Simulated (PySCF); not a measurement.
Quadrupolar nuclei of 2-ethylhexanal in NMR

Compound: 2-ethylhexanal, C₈H₁₆O.
Geometry (PBE0-D3(BJ)/def2-SVP, Å), atoms numbered from 1 in this order:
```
atom  x, y, z in Å
C1     3.8590   -0.1073    0.6206
C2     2.7000   -0.0542   -0.3616
C3     1.3364   -0.1409    0.3099
C4     0.1744   -0.1141   -0.6728
C5    -1.2050   -0.2236   -0.0180
C6    -1.4526    0.9944    0.8354
O7    -1.6489    0.9976    2.0203
C8    -2.3223   -0.3494   -1.0595
C9    -3.6948   -0.6189   -0.4632
H10    3.8068    0.7213    1.3451
H11    4.8303   -0.0404    0.1079
H12    3.8505   -1.0463    1.1971
H13    2.7544    0.8780   -0.9516
H14    2.7951   -0.8753   -1.0943
H15    1.2804   -1.0659    0.9114
H16    1.2351    0.6856    1.0363
H17    0.2818   -0.9417   -1.3952
H18    0.2159    0.8126   -1.2756
H19   -1.2286   -1.0952    0.6584
H20   -1.4429    1.9585    0.2521
H21   -2.3477    0.5720   -1.6696
H22   -2.0491   -1.1588   -1.7571
H23   -4.4612   -0.7020   -1.2481
H24   -4.0081    0.1827    0.2240
H25   -3.6996   -1.5582    0.1118
```

Computed at PBE0/pcSseg-1 (PySCF, non-relativistic):

```tsv
atom	environment	nucleus	spin I	Q (b)	CQ = χzz (MHz)	η
O7	aldehyde oxygen	17O	5/2	-0.0256	12.503	0.588
```

**Question.** At 21.15 T, set νQ = 3|CQ|/[2I(2I − 1)] beside the Larmor frequency (|g| × 7.62259 MHz/T × B; g(17O) = −0.75752), and give PQ = |CQ|√(1 + η²/3).

**Answer.** 
```json
{"atom": "O7", "PQ (MHz)": "13.20", "νQ (MHz)": "1.875", "ν0 (MHz)": "122.13", "νQ/ν0": "0.015"}
```

For O7: PQ = 12.50 × 1.0561, νQ = 12.50 × 0.1500, ν0 = 5.7742 MHz/T × 21.15 T.

**Question.** Second-order quadrupolar shift of the central transition's centre of gravity (half-integer spins, νQ < ν0/10) at 21.15 and 23.5 T.

**Answer.** From −(3/40)(PQ/ν0)²[I(I + 1) − 3/4]/[I(2I − 1)]², which goes as 1/B² (ppm):

| site | 21.15 T | 23.5 T |
| --- | --- | --- |
| 17O at O7 | -70.1 | -56.8 |

The couplings are those of the rigid, isolated species; surroundings and motion change them. With so small a basis the couplings can be 20 % off.

One conformer stands for the species.
